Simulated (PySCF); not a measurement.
C3H10AlFS.
Cartesian coordinates in Å at the PBE0-D3(BJ)/def2-SVP level; atoms count from 1:
```
atom  x, y, z in Å
C1     2.718    0.096   -0.267
Al2    1.014    1.046   -0.563
S3    -0.489   -0.360    0.876
C4    -1.116   -1.620   -0.255
C5    -1.951    0.697    1.027
F6    -2.394    1.123   -0.177
H7     3.038    0.121    0.788
H8     2.675   -0.962   -0.580
H9     3.525    0.561   -0.859
H10    0.273    0.836   -1.971
H11    0.717    2.396    0.259
H12   -0.250   -2.219   -0.567
H13   -1.844   -2.263    0.257
H14   -1.557   -1.132   -1.134
H15   -2.748    0.126    1.531
H16   -1.631    1.550    1.647
```

Linear response at CAM-B3LYP/def2-SVPD (PySCF, frozen core in the response, non-relativistic).

Static isotropic polarisability: 91.94 au (13.62 Å³), principal values 81.9, 92.1, 101.8 au.

Problem. What is the polarisability at 1064 nm and at the sodium D line?

Solution. 92.86 au at 1064 nm (+1.0 %), 95.02 au at 589.3 nm (+3.4 %). The rise at 589.3 nm is 3.37 times that at 1064 nm; a pure ω² law gives 3.26. The lowest singlet lies at 193 nm, shorter than both wavelengths.

Problem. What is the isotropic C6 coefficient between two such molecules, C6 = (3/π)∫α(iω)² dω?

Solution. 3136 au (Eh·bohr⁶) by a ten-point quadrature over imaginary frequencies, which is 1870 eV·Å⁶ or 181 J·nm⁶/mol.

Problem. Which effective excitation energy ω̄ makes London's formula C6 = (3/4)α²ω̄ exact here?

Solution. ω̄ = 4·C6/(3α²) = 0.495 Eh = 13.5 eV. A one-pole form α(ω) = α/(1 − ω²/ω̄²) fitted to the 1064 nm value gives 11.7 eV.

Problem. The lowest 6 singlets have (eV, f): 6.44, 0.013; 6.61, 0.040; 6.72, 0.004; 6.82, 0.020; 7.06, 0.046; 7.11, 0.014. What share of the static polarisability do they carry in the sum over states α = Σ f/ω²?

Solution. 2.19 au, 2.4 % of α; the largest term, 0.68 au, is that of the state at 7.06 eV. Their oscillator strengths add up to 0.14. Higher states carry the rest.

Problem. What n − 1 at the D line would an ideal gas of it have at 273.15 K and 1 atm (2.6868 × 10¹⁹ cm⁻³), by n − 1 = 2π·N·α′?

Solution. 23.77 × 10⁻⁴, a formal value whether or not that pressure can be reached.

Problem. What three-body coefficient follows from the one-pole estimate C9 = (3/4)·α·C6?

Solution. 216000 au. This is an estimate from the two numbers above, not a computed integral.

Problem. What molar refraction at the D line follows from R = (4π/3)·N_A·α′, with α′ the polarisability volume?

Solution. α′ = 14.08 Å³ gives R = 35.52 cm³/mol, for isolated, non-vibrating species.

Problem. How many electrons N does the Slater–Kirkwood formula C6 = (3/4)·√N·α^(3/2) need to give this C6?

Solution. N = (4·C6/3)²/α³ = 22.5; the species has 66 electrons in all.

One conformer stands for the species.
